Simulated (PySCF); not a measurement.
Run record: EPR job, `C[N]C(=O)[C@H](C)C=O` [radical].

Computed with UKS B3LYP, pcH-1 on C H N O, non-relativistic, mean-field spin-orbit, GIAO (PySCF 2.14.0). Geometry: GFN2-xTB. A driver script takes a list of jobs; this job's settings line and coordinates (Å) are shown.

Command:
```bash
OMP_NUM_THREADS=1 python probes_run.py task.json out
```

Input:
```
{"job": {"kind": "epr", "basis": "pcH-1"}, "charge": 0, "multiplicity": 2}
C      1.861159     0.408136     0.540903
N      0.742432     0.523610     1.376401
C     -0.504813     0.396054     1.350583
O     -1.398655     0.572810     2.133421
C     -1.126453    -0.171217    -0.151063
C     -0.436103    -1.422966    -0.620995
C     -0.949674     1.037408    -0.981625
O     -0.040633     1.204818    -1.760868
H      1.695011     0.840105    -0.452944
H      2.201735    -0.628147     0.458045
H      2.654628     0.991404     1.017640
H     -2.163269    -0.341582     0.131059
H     -1.095397    -1.938085    -1.320775
H      0.489413    -1.190715    -1.140662
H     -0.237981    -2.099858     0.207860
H     -1.699001     1.827170    -0.798389
```

Output:
```
UKS, coarse grid
  cycle   1  E = -400.21360022  |g| = 8.38e-01
  cycle   2  E = -398.47844828  |g| = 2.17e+00
  cycle   3  E = -400.38287362  |g| = 4.59e-01
  cycle   4  E = -400.45635632  |g| = 2.30e-01
  cycle   5  E = -400.47533174  |g| = 9.37e-02
  cycle   6  E = -400.47934168  |g| = 1.25e-02
  cycle   7  E = -400.47943410  |g| = 8.99e-03
  cycle   8  E = -400.47946752  |g| = 7.25e-03
  cycle   9  E = -400.47949174  |g| = 4.96e-03
  cycle  10  E = -400.47950356  |g| = 3.25e-03
  cycle  11  E = -400.47951215  |g| = 8.81e-04
UKS, final grid
  cycle   1  E = -400.47950331  |g| = 1.46e-03
  cycle   2  E = -400.47950093  |g| = 2.97e-03
  cycle   3  E = -400.47950421  |g| = 3.62e-04
  cycle   4  E = -400.47950427  |g| = 9.38e-05
  cycle   5  E = -400.47950430  |g| = 1.95e-04
  cycle   6  E = -400.47950434  |g| = 6.63e-05
  cycle   7  E = -400.47950435  |g| = 3.34e-05
  cycle   8  E = -400.47950435  |g| = 1.44e-05
E = -400.47950435 Eh   <S^2> = 0.7578 (exact 0.7500)
g shifts (ppm)      1          2          3
  rmc          -224       -224       -224
  gc             -1         18         31
  oz_so        -226        914       1832
  total        -451        708       1639
hyperfine (MHz)  atom isotope    a_iso     a_fc   dipolar eigenvalues
    0   13C     -12.97     -12.97     -5.84     -3.11      8.95
    1   14N      39.96      39.96    -30.09    -26.18     56.28
    2   13C     -59.95     -59.95     -8.93     -5.30     14.23
    3   17O      -4.60      -4.60    -29.61     12.79     16.81
    4   13C      91.86      91.86    -26.02    -25.78     51.80
    5   13C      -8.47      -8.47     -1.39     -0.75      2.14
    6   13C     -11.91     -11.91     -4.77      0.85      3.92
    7   17O      -5.69      -5.69    -24.25     11.58     12.66
    8    1H      86.08      86.08     -5.18     -1.49      6.66
    9    1H       8.43       8.43     -4.48     -2.47      6.95
   10    1H     108.94     108.94     -6.55     -4.70     11.25
   11    1H      -5.68      -5.68    -12.37     -1.51     13.89
   12    1H      34.65      34.65     -2.32     -1.20      3.52
   13    1H       0.42       0.42     -2.50     -1.09      3.59
   14    1H      17.68      17.68     -2.68     -1.63      4.31
   15    1H       0.46       0.46     -2.42     -1.41      3.83
```

rmc, gc and oz_so are the mass-correction, gauge-correction and orbital-Zeeman/spin–orbit parts of the g shift along its three principal axes; a_iso is the isotropic hyperfine coupling and a_fc its Fermi-contact part. The program numbers atoms from 0.

**Question.** How far is ⟨S²⟩ from the pure-spin value?

**Answer.** S = 0.5 gives S(S+1) = 0.75; the run has 0.7578, 0.0078 more.

**Question.** Get g_iso from the total shifts.

**Answer.** Their mean is 632 ppm; added to g_e = 2.002319 it gives 2.00295.

Main results: ⟨S²⟩ 0.758; g_iso 2.0030.

Geometry: GFN2-xTB, one conformer, isolated molecule.

**Question.** Estimate the wall time. Hardware: an Arm Neoverse V1 with one thread, no GPU (shared host). And the peak memory of the process?

**Answer.** About 88 s (density and orbital grids were written too), with 1.1 GiB resident at the peak, the Python interpreter and its libraries included.
Labels such as C1 count atoms from 1, the log's own numbers from 0.
